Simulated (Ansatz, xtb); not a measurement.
C6H6FNO: which of two isomers lies lower

We compare a, `COc1cc(F)ccn1`, a singlet, with b, `COc1cccc(F)n1`, a singlet. Both are isolated molecules in the gas phase, relaxed with PBE0-D3(BJ)/def2-SVP; the shapes shown needn't be the lowest conformers.

a (Å):

```xyz
15

C    -2.2996   -1.1812    1.4888
C    -0.6829    0.0211    0.2833
C    -0.3304    0.7498   -0.8664
C     0.9614    1.2318   -0.9198
C     1.8620    1.0000    0.1220
C     1.3881    0.2665    1.1996
F     1.3560    1.9269   -1.9774
N     0.1469   -0.2150    1.2860
O    -1.9309   -0.4474    0.3404
H    -2.2006   -0.5729    2.4006
H    -1.6721   -2.0773    1.6091
H    -3.3470   -1.4701    1.3385
H    -1.0450    0.9220   -1.6706
H     2.8817    1.3825    0.0758
H     2.0497    0.0533    2.0464
```

b (Å):

```xyz
15

C    -2.2273   -1.1040    1.6999
C    -0.6128    0.3080    0.7416
C    -0.1098    1.5987    0.5091
C     1.0468    1.7053   -0.2471
C     1.6685    0.5579   -0.7468
C     1.0611   -0.6512   -0.4390
F     1.6044   -1.7750   -0.8850
N    -0.0335   -0.7879    0.2737
O    -1.7247    0.1951    1.4680
H    -2.4736   -1.6110    0.7545
H    -1.4949   -1.7248    2.2381
H    -3.1317   -0.9749    2.3065
H    -0.6297    2.4640    0.9197
H     1.4748    2.6891   -0.4537
H     2.5782    0.5877   -1.3458
```

Energies in hartree; the thermal terms are from GFN2-xTB frequencies at re-optimised GFN2-xTB minima (ideal gas, soft modes damped towards free rotors, one conformer each, 298.15 K, 1 atm) and include the zero-point energy:

```
                              a           b
E, CCSD(T)/def2-SVP  −460.485873  −460.493519
    E, MP2/def2-SVP  −460.390693  −460.398867
  E, MP2/def2-TZVPP  −461.243778  −461.251486
  zero-point energy     0.108994     0.109140
       H(298 K) − E     0.117899     0.118010
       G(298 K) − E     0.076328     0.076497
```

Correct the CCSD(T) difference for the basis set by the MP2 change, then work out ΔE, ΔE₀, ΔH and ΔG for a → b in kcal/mol (1 Eh = 627.51 kcal/mol) and the equilibrium ratio [b]/[a].

1. Differences b − a: CCSD(T) −0.007646, MP2 in the small set −0.008174, MP2 in the large set −0.007708 Eh.
2. ΔE = −0.007646 + (−0.007708 − (−0.008174)) = −0.007180 Eh = −4.51 kcal/mol.
3. ΔE₀ = ΔE + ΔZPE = −0.007180 + (+0.000146) Eh = −4.41 kcal/mol.
4. ΔH = ΔE + (+0.000111) Eh = −4.44 kcal/mol.
5. ΔG = ΔE + (+0.000169) Eh = −4.40 kcal/mol, so ΔS = (ΔH − ΔG)/T = −0.5 J/(mol K).
6. kT = 0.9442 mEh, so K = [b]/[a] = exp(−ΔG/kT) = exp(+7.43) ≈ 1.7 × 10^3.

Structure b is favoured at this temperature. An error of 1 kcal/mol in ΔG would change K by a factor of 5.4. Mirror images and further conformers aren't counted.

As drawn, both hold the same kinds of bond in the same numbers.

Other levels gave ΔE = −2.1 (GFN2-xTB); −2.9 (HF/STO-3G, GFN2-xTB geometries); −5.6 (r2SCAN-D4/def2-SVP, GFN2-xTB geometries); −5.2 (PBE0-D3(BJ)/def2-SVP); −5.0 (HF/def2-SVP); −5.1 (MP2/def2-SVP); −4.8 (CCSD(T)/def2-SVP) kcal/mol. The correlated steps freeze 9 core orbitals. Programs: Ansatz 0.2.0, xtb 6.7.1.
